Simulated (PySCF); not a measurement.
Cl₃Ga, charge -1, multiplicity 2. Atoms are numbered in the order given.

```xyz
4

Ga     0.0000     0.0000    -0.5131
Cl     1.8421     1.0635     0.3119
Cl     0.0000    -2.1271     0.3119
Cl    -1.8421     1.0635     0.3119
```
Charge -1, spin multiplicity 2.

Geometry optimised at PBE0-D3(BJ)/def2-SVPD. The multiplicity is an assumed one; other spin states were not compared. The isomer is the one that the SMILES or the coordinates give; other isomers of the formula were not compared.

All values below come from PySCF with B3LYP/def2-TZVPD.

Gas-phase values at a fixed geometry.

Task: Estimate the frontier levels, dipole moment and polarisability. (Estimate from the structure and the level; the computed values follow.)

Result: 
The α spin, highest occupied and lowest empty level comes out as -1.22 and 3.26 eV, the β spin, highest occupied and lowest empty level comes out as -3.82 and 1.02 eV and the dipole moment about the centre of nuclear charge is 1.43 D. The mean static polarisability comes out as 99.5 bohr³ (14.75 Å³) and the polarisability, principal values is 86.0, 106.2, 106.2 bohr³. The ⟨S²⟩ is 0.752 (pure state 0.75).
